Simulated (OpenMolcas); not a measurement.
## Computed transition rates of neutral phosphorus

```json
{
  "Program": "OpenMolcas 26.06",
  "Method": "RASSCF",
  "Basis": "ANO-RCC [8s7p5d4f2g]",
  "Scalar Hamiltonian": "DKH2, point nucleus",
  "Active space": "5 electrons in 9 orbitals (RAS2 3s 3p; RAS3 3d, at most 2 electrons)",
  "State averaging": "2S+1 = 4 odd, 1 root; 2S+1 = 2 odd, 8 roots; 2S+1 = 2 even, 8 roots",
  "Spin-orbit coupling": "RASSI with atomic mean-field integrals over the reference wave functions, term energies averaged over their components"
}
```

Rates come from the transition moments of the reference wave functions (E1 and E2 in the length form). At fixed line strength A goes as λ^-3 for E1 and M1 and as λ^-5 for E2, so a rate at the computed wavelength can be rescaled to the measured one. Measured vacuum wavelengths follow from level energies in NIST Handbook of Basic Atomic Spectroscopic Data. Branching counts decays inside the model space alone, at computed energies, and the table is only a selection of the E2 and M1 lines, drawn from those between levels with measured partners whose computed energy lies within a factor of 1.5 of the measured one.

| Upper | Lower | Type | λ computed (nm) | λ measured (nm) | A computed (s-1) | A rescaled (s-1) | Branching % |
| --- | --- | --- | --- | --- | --- | --- | --- |
| 3s² 3p³ ²P°_3/2 | 3s² 3p³ ²D°_5/2 | E2 | 1235 | 1357 | 1.16e-01 | 7.24e-02 | 48.9 |
| 3s² 3p³ ²P°_1/2 | 3s² 3p³ ²D°_3/2 | E2 | 1234 | 1358 | 1.00e-01 | 6.20e-02 | 51.3 |
| 3s² 3p³ ²P°_1/2 | 3s² 3p³ ²D°_5/2 | E2 | 1235 | 1361 | 6.64e-02 | 4.09e-02 | 34.0 |
| 3s² 3p³ ²P°_3/2 | 3s² 3p³ ²D°_3/2 | E2 | 1233 | 1354 | 4.98e-02 | 3.12e-02 | 20.9 |
| 3s² 3p³ ²P°_3/2 | 3s² 3p³ ⁴S°_3/2 | M1 | 440.9 | 533.4 | 4.97e-02 |  | 20.9 |
| 3s² 3p³ ²P°_1/2 | 3s² 3p³ ⁴S°_3/2 | M1 | 441 | 534.1 | 1.99e-02 |  | 10.2 |
| 3s² 3p³ ²P°_3/2 | 3s² 3p³ ²D°_3/2 | M1 | 1233 | 1354 | 1.42e-02 |  | 6.0 |
| 3s² 3p³ ²P°_1/2 | 3s² 3p³ ²D°_3/2 | M1 | 1234 | 1358 | 8.86e-03 |  | 4.5 |
| 3s² 3p³ ²P°_3/2 | 3s² 3p³ ²D°_5/2 | M1 | 1235 | 1357 | 7.96e-03 |  | 3.3 |
| 3s² 3p³ ²D°_5/2 | 3s² 3p³ ⁴S°_3/2 | E2 | 685.8 | 879 | 1.39e-04 |  | 99.3 |
| 3s² 3p³ ²D°_3/2 | 3s² 3p³ ⁴S°_3/2 | E2 | 686.1 | 880.2 | 8.89e-05 |  | 64.6 |
| 3s² 3p³ ²D°_3/2 | 3s² 3p³ ⁴S°_3/2 | M1 | 686.1 | 880.2 | 4.88e-05 |  | 35.4 |

Spin-changing lines and M1 lines between different terms are not rescaled, since their strength hangs on the term gaps too.

The largest correction is for 3s² 3p³ ²P°_1/2 → 3s² 3p³ ²D°_5/2 (E2): 6.64e-02 × (1235 / 1361)^5 = 4.09e-02 s-1, a factor of 0.62.

No measured rate stands beside these. Rescaling mends the energy factor alone: line strengths can still be far off where a level mixes with configurations outside the active space, and weak or spin-changing lines hang on small mixing coefficients that depend on the term gaps too, so rescaling need not improve them.

Without dynamic correlation excited terms often stand tens of per cent too high (terms of higher spin than the ground term too low), and those without a measured partner can miss by more than the paired ones. The run also gave levels led by 3s² 3p² 3d, which use shells meant for correlation; these and all levels above them are left out. Computed and measured levels are paired by configuration, term and J; levels that our copy of the source lacks, or whose pairing is in doubt (as where it misses far off the trend of its configuration), stay unpaired. Levels of configurations outside the active space are missing.

° marks odd parity.
